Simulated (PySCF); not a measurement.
HAl, singlet, geometry from GFN2-xTB (such geometries of metal compounds can be far from the true shape); PBE0/def2-SVP, polarisability by finite fields (PySCF).

The PySCF input:
```python
from pyscf import gto, scf, dft

mol = gto.Mole()
mol.atom = '''
    Al   -0.000000   -0.000000   -0.115220
    H     0.000000    0.000000    1.497855
'''
mol.basis = 'def2-svp'
mol.charge = 0
mol.spin = 0
mol.verbose = 4
mol.build()

mf = dft.RKS(mol)
mf.xc = 'pbe0'
mf.conv_tol = 1e-11
mf.kernel()
h0, z, done = mf.get_hcore(), mol.intor('int1e_r')[2], []
def energy(F):
    f = mf.copy()
    f.scf_summary = {}
    f.get_hcore = lambda *a: h0 + F * z
    e = f.kernel(mf.make_rdm1())
    done.append(f.converged)
    return e
F = 0.05
alpha = -(energy(F) + energy(-F) - 2 * mf.e_tot) / F**2
print('alpha_zz =', alpha)
```

**Question.** What does PySCF print? Leave out banner, timings and long lists.

**Answer.** 
```
PySCF version 2.14.0

[INPUT] verbose = 4
[INPUT] num. atoms = 2
[INPUT] num. electrons = 14
[INPUT] charge = 0
[INPUT] spin (= nelec alpha-beta = 2S) = 0
[INPUT] symmetry False subgroup None
[INPUT] Mole.unit = angstrom
[INPUT] Symbol           X                Y                Z      unit          X                Y                Z       unit  Magmom
[INPUT]  1 Al     0.000000000000   0.000000000000  -0.115220000000 AA    0.000000000000   0.000000000000  -0.217734244072 Bohr   0.0
[INPUT]  2 H      0.000000000000   0.000000000000   1.497855000000 AA    0.000000000000   0.000000000000   2.830535724310 Bohr   0.0

nuclear repulsion = 4.26471412796057
number of shells = 11
number of NR pGTOs = 43
number of NR cGTOs = 23
basis = def2-svp
ecp = {}

******** <class 'pyscf.dft.rks.RKS'> ********
method = RKS
initial guess = minao
damping factor = 0
level_shift factor = 0
DIIS = <class 'pyscf.scf.diis.CDIIS'>
diis_start_cycle = 1
diis_space = 8
diis_damp = 0
SCF conv_tol = 1e-11
SCF conv_tol_grad = None
SCF max_cycles = 50
direct_scf = True
direct_scf_tol = 1e-13
XC library pyscf.dft.libxc version 7.1.2
    S. Lehtola, C. Steigemann, M. J. T. Oliveira, and M. A. L. Marques,  SoftwareX 7, 1–5 (2018)
XC functionals = pbe0
    C. Adamo and V. Barone,  J. Chem. Phys. 110, 6158 (1999)
    M. Ernzerhof and G. E. Scuseria,  J. Chem. Phys. 110, 5029 (1999)
radial grids:
    Treutler-Ahlrichs [JCP 102, 346 (1995); DOI:10.1063/1.469408] (M4) radial grids

becke partition: Becke, JCP 88, 2547 (1988); DOI:10.1063/1.454033
pruning grids: <function nwchem_prune>
grids dens level: 3
symmetrized grids: False
atomic radii adjust function: <function treutler_atomic_radii_adjust>
small_rho_cutoff = 0
Set gradient conv threshold to 3.16228e-06
Initial guess from minao.
tot grids = 28992
init E= -242.64107566789
  HOMO = -0.197462740904132  LUMO = -0.0730754502903461  gap/eV = 3.38475
cycle= 1 E= -242.76665989781  delta_E= -0.126  |g|= 0.123  |ddm|= 1.09
  HOMO = -0.208068886146217  LUMO = -0.0687754120444324  gap/eV = 3.79037
cycle= 2 E= -242.772353378206  delta_E= -0.00569  |g|= 0.0501  |ddm|= 0.373
  HOMO = -0.210595311609469  LUMO = -0.0643121887734776  gap/eV = 3.98057
cycle= 3 E= -242.773842008174  delta_E= -0.00149  |g|= 0.00394  |ddm|= 0.14
  HOMO = -0.21134965505174  LUMO = -0.0645785782113775  gap/eV = 3.99384
cycle= 4 E= -242.773851945665  delta_E= -9.94e-06  |g|= 0.000339  |ddm|= 0.0151
  HOMO = -0.211388557590434  LUMO = -0.0646455559203415  gap/eV = 3.99308
cycle= 5 E= -242.773852005693  delta_E= -6e-08  |g|= 4.44e-05  |ddm|= 0.000766
  HOMO = -0.211360855738375  LUMO = -0.0646246703854349  gap/eV = 3.99289
cycle= 6 E= -242.773852006486  delta_E= -7.92e-10  |g|= 2.26e-06  |ddm|= 0.000143
  HOMO = -0.21136017848467  LUMO = -0.0646244584904472  gap/eV = 3.99288
cycle= 7 E= -242.773852006488  delta_E= -2.25e-12  |g|= 2.6e-07  |ddm|= 8.44e-06
  HOMO = -0.211360337968287  LUMO = -0.0646246228452505  gap/eV = 3.99288
Extra cycle  E= -242.773852006488  delta_E= -5.68e-14  |g|= 9.87e-08  |ddm|= 1.11e-06
converged SCF energy = -242.773852006488

******** <class 'pyscf.dft.rks.RKS'> ********
method = RKS
initial guess = minao
damping factor = 0
level_shift factor = 0
DIIS = <class 'pyscf.scf.diis.CDIIS'>
diis_start_cycle = 1
diis_space = 8
diis_damp = 0
SCF conv_tol = 1e-11
SCF conv_tol_grad = None
SCF max_cycles = 50
direct_scf = True
direct_scf_tol = 1e-13
XC library pyscf.dft.libxc version 7.1.2
    S. Lehtola, C. Steigemann, M. J. T. Oliveira, and M. A. L. Marques,  SoftwareX 7, 1–5 (2018)
XC functionals = pbe0
    C. Adamo and V. Barone,  J. Chem. Phys. 110, 6158 (1999)
    M. Ernzerhof and G. E. Scuseria,  J. Chem. Phys. 110, 5029 (1999)
radial grids:
    Treutler-Ahlrichs [JCP 102, 346 (1995); DOI:10.1063/1.469408] (M4) radial grids

becke partition: Becke, JCP 88, 2547 (1988); DOI:10.1063/1.454033
pruning grids: <function nwchem_prune>
grids dens level: 3
symmetrized grids: False
atomic radii adjust function: <function treutler_atomic_radii_adjust>
small_rho_cutoff = 0
Overwritten attributes  get_hcore  of <class 'pyscf.dft.rks.RKS'>
Set gradient conv threshold to 3.16228e-06
init E= -242.779873169107
  HOMO = -0.213143181852502  LUMO = -0.0787275751754385  gap/eV = 3.65763
cycle= 1 E= -242.825876752765  delta_E= -0.046  |g|= 0.107  |ddm|= 1.64
  HOMO = -0.258590843057425  LUMO = -0.0863952939014958  gap/eV = 4.68568
cycle= 2 E= -242.831719165494  delta_E= -0.00584  |g|= 0.0624  |ddm|= 0.571
  HOMO = -0.250962997083374  LUMO = -0.0865691374773195  gap/eV = 4.47338
cycle= 3 E= -242.834226091264  delta_E= -0.00251  |g|= 0.00195  |ddm|= 0.196
  HOMO = -0.250885362017552  LUMO = -0.0862179404761495  gap/eV = 4.48083
cycle= 4 E= -242.83422810638  delta_E= -2.02e-06  |g|= 0.000466  |ddm|= 0.0075
  HOMO = -0.251012730382213  LUMO = -0.0863766289366769  gap/eV = 4.47998
cycle= 5 E= -242.834228184948  delta_E= -7.86e-08  |g|= 2.85e-05  |ddm|= 0.00122
  HOMO = -0.250988105427148  LUMO = -0.0863596416097721  gap/eV = 4.47977
cycle= 6 E= -242.834228185303  delta_E= -3.55e-10  |g|= 2.14e-06  |ddm|= 0.000104
  HOMO = -0.250987582289767  LUMO = -0.0863595300613465  gap/eV = 4.47976
cycle= 7 E= -242.834228185306  delta_E= -2.5e-12  |g|= 2.08e-07  |ddm|= 8.28e-06
  HOMO = -0.250987677315626  LUMO = -0.0863596564368554  gap/eV = 4.47976
Extra cycle  E= -242.834228185306  delta_E= 1.71e-13  |g|= 8.99e-08  |ddm|= 9.39e-07
converged SCF energy = -242.834228185306

******** <class 'pyscf.dft.rks.RKS'> ********
method = RKS
initial guess = minao
damping factor = 0
level_shift factor = 0
DIIS = <class 'pyscf.scf.diis.CDIIS'>
diis_start_cycle = 1
diis_space = 8
diis_damp = 0
SCF conv_tol = 1e-11
SCF conv_tol_grad = None
SCF max_cycles = 50
direct_scf = True
direct_scf_tol = 1e-13
XC library pyscf.dft.libxc version 7.1.2
    S. Lehtola, C. Steigemann, M. J. T. Oliveira, and M. A. L. Marques,  SoftwareX 7, 1–5 (2018)
XC functionals = pbe0
    C. Adamo and V. Barone,  J. Chem. Phys. 110, 6158 (1999)
    M. Ernzerhof and G. E. Scuseria,  J. Chem. Phys. 110, 5029 (1999)
radial grids:
    Treutler-Ahlrichs [JCP 102, 346 (1995); DOI:10.1063/1.469408] (M4) radial grids

becke partition: Becke, JCP 88, 2547 (1988); DOI:10.1063/1.454033
pruning grids: <function nwchem_prune>
grids dens level: 3
symmetrized grids: False
atomic radii adjust function: <function treutler_atomic_radii_adjust>
small_rho_cutoff = 0
Set gradient conv threshold to 3.16228e-06
init E= -242.767830843869
  HOMO = -0.195686073088449  LUMO = -0.0596303121144828  gap/eV = 3.70227
cycle= 1 E= -242.813800614108  delta_E= -0.046  |g|= 0.0844  |ddm|= 2.23
  HOMO = -0.209258918293816  LUMO = -0.0661877750646054  gap/eV = 3.89316
cycle= 2 E= -242.817554806377  delta_E= -0.00375  |g|= 0.0365  |ddm|= 0.607
  HOMO = -0.206819250659695  LUMO = -0.0624432385456153  gap/eV = 3.92867
cycle= 3 E= -242.818362726135  delta_E= -0.000808  |g|= 0.00109  |ddm|= 0.171
  HOMO = -0.206516945341632  LUMO = -0.0620184629345805  gap/eV = 3.93200
cycle= 4 E= -242.818363588983  delta_E= -8.63e-07  |g|= 0.000118  |ddm|= 0.00725
  HOMO = -0.206535979874746  LUMO = -0.0620326296628099  gap/eV = 3.93214
cycle= 5 E= -242.818363597292  delta_E= -8.31e-09  |g|= 1.42e-05  |ddm|= 0.0011
  HOMO = -0.206530597126478  LUMO = -0.0620270612869324  gap/eV = 3.93214
cycle= 6 E= -242.818363597477  delta_E= -1.86e-10  |g|= 2.35e-06  |ddm|= 0.000103
  HOMO = -0.20653126023853  LUMO = -0.0620275866131927  gap/eV = 3.93215
cycle= 7 E= -242.818363597482  delta_E= -5.12e-12  |g|= 3.41e-07  |ddm|= 2.8e-05
  HOMO = -0.206531084810813  LUMO = -0.0620274056231711  gap/eV = 3.93215
Extra cycle  E= -242.818363597483  delta_E= -2.27e-13  |g|= 7.55e-08  |ddm|= 1.42e-06
converged SCF energy = -242.818363597483
alpha_zz = 41.95510792501408
```
